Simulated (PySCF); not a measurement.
WO2(SMe)2, C2H6O2S2W (singlet state).
Bonds: W1–O2, W1–O3, W1–S4, W1–S9, S4–C5, S9–C10. Hydrogens: H6, H7, H8 on C5; H11, H12, H13 on C10.

Method: PBE0-D3(BJ)/def2-SVP geometry optimisation, gas phase, def2 core potentials past Kr in PySCF 2.14.0; density fitting, grid level 1; the optimiser is geomeTRIC in internal coordinates, started from a GFN2-xTB structure with every atom displaced at random (about 0.03 Å).

Step 1: E = -29740.5048 eV
```
atom  x, y, z in Å  |  force x, y, z in eV/Å
W1      0.2070   -0.6155    0.8506   -0.582   1.382  -0.188
O2      0.2676   -0.5227    2.5760    0.577  -0.317  -1.082
O3      1.7085   -0.6023   -0.0065   -0.409  -0.293   1.009
S4     -0.7788    1.4516    0.1446   -0.219  -1.182   0.037
C5      0.4421    2.4842    0.9420    1.034   0.488   0.484
H6      0.3857    2.3955    2.0426    0.074  -0.069  -0.207
H7      0.2556    3.5363    0.6953   -0.175   0.059  -0.172
H8      1.4704    2.2422    0.5924   -0.366   0.072   0.192
S9     -1.2216   -2.2516    0.0816    0.245  -0.067  -0.447
C10    -0.7299   -2.0658   -1.7037   -0.855   0.360   0.402
H11    -0.8185   -1.0153   -2.0061    0.033   0.011  -0.052
H12    -1.4188   -2.6602   -2.3034   -0.344  -0.158  -0.010
H13     0.2615   -2.4287   -1.8831    0.987  -0.287   0.036
```

Step 2: E = -29740.7637 eV
```
atom  x, y, z in Å  |  force x, y, z in eV/Å
W1      0.1486   -0.5611    0.8164    0.403  -0.085  -0.264
O2      0.3204   -0.6254    2.5099    0.054  -0.080   0.087
O3      1.6942   -0.6481    0.0719   -0.377  -0.046   0.262
S4     -0.7797    1.4827    0.2306   -0.135   0.155  -0.025
C5      0.4711    2.5634    0.9882    0.154   0.489   0.091
H6      0.4749    2.4686    2.0824   -0.045  -0.079   0.004
H7      0.2077    3.6012    0.7324   -0.056  -0.085  -0.019
H8      1.4771    2.3643    0.5989    0.036  -0.100  -0.065
S9     -1.2616   -2.2062    0.0174    0.010  -0.103  -0.081
C10    -0.7426   -2.1230   -1.7454   -0.090  -0.127   0.070
H11    -0.8027   -1.0947   -2.1242    0.031  -0.012  -0.052
H12    -1.4524   -2.7533   -2.3006    0.048   0.045   0.009
H13     0.2757   -2.5207   -1.8557   -0.033   0.028  -0.017
```

Step 3: E = -29740.7933 eV
```
atom  x, y, z in Å  |  force x, y, z in eV/Å
W1      0.1286   -0.5586    0.8108    0.038   0.019   0.015
O2      0.3270   -0.7097    2.4963   -0.098  -0.016  -0.044
O3      1.6727   -0.6805    0.0919   -0.086   0.029  -0.045
S4     -0.7785    1.5459    0.2991    0.116  -0.090   0.075
C5      0.4911    2.6483    1.0196    0.004   0.137  -0.018
H6      0.5343    2.5307    2.1103   -0.017  -0.018   0.007
H7      0.1876    3.6771    0.7789   -0.008  -0.043   0.010
H8      1.4796    2.4567    0.5825    0.007  -0.030  -0.027
S9     -1.2847   -2.2042   -0.0187    0.069   0.056  -0.007
C10    -0.7488   -2.1797   -1.7745    0.039  -0.106   0.043
H11    -0.7795   -1.1658   -2.1941    0.008   0.001  -0.001
H12    -1.4641   -2.8124   -2.3186    0.039   0.019   0.002
H13     0.2653   -2.5999   -1.8612   -0.111   0.041  -0.010
```

Q: Estimate the geometry and energy of step 4. (The exact step hangs on the optimiser's Hessian estimate; all steps are aligned on step 3, rigid shifts and turns removed.)

A: E = -29740.7988 eV, largest force 0.065 eV/Å
```
atom  x, y, z in Å  |  force x, y, z in eV/Å
W1      0.1165   -0.5523    0.8056   -0.013  -0.020   0.017
O2      0.3103   -0.7396    2.4875   -0.042  -0.004  -0.004
O3      1.6545   -0.6717    0.0768    0.012   0.020  -0.038
S4     -0.7741    1.5641    0.3378    0.055   0.008   0.035
C5      0.5023    2.6777    1.0340   -0.014  -0.014  -0.030
H6      0.5709    2.5487    2.1223    0.002   0.001  -0.002
H7      0.1772    3.7015    0.8071   -0.001  -0.002   0.006
H8      1.4795    2.4940    0.5675   -0.009  -0.002   0.001
S9     -1.2955   -2.1926   -0.0331    0.031   0.039  -0.004
C10    -0.7475   -2.2057   -1.7824    0.023  -0.037   0.012
H11    -0.7596   -1.1993   -2.2210    0.000  -0.001   0.007
H12    -1.4638   -2.8376   -2.3238    0.002  -0.003  -0.003
H13     0.2599   -2.6393   -1.8560   -0.046   0.015   0.003
```

The energy changes by -0.0055 eV. The first-order estimate −F·Δx gives -0.0090 eV and the mean of the old and new forces, exact on a quadratic surface, -0.0059 eV. The step makes an angle of 78° with the force vector and moves no atom by more than 0.047 Å.

The cost below is that of the whole optimisation. Time: 3.8 min; peak memory 0.61 GiB. Hardware: one thread, Intel Xeon at 2.70 GHz (x86_64), shared host.
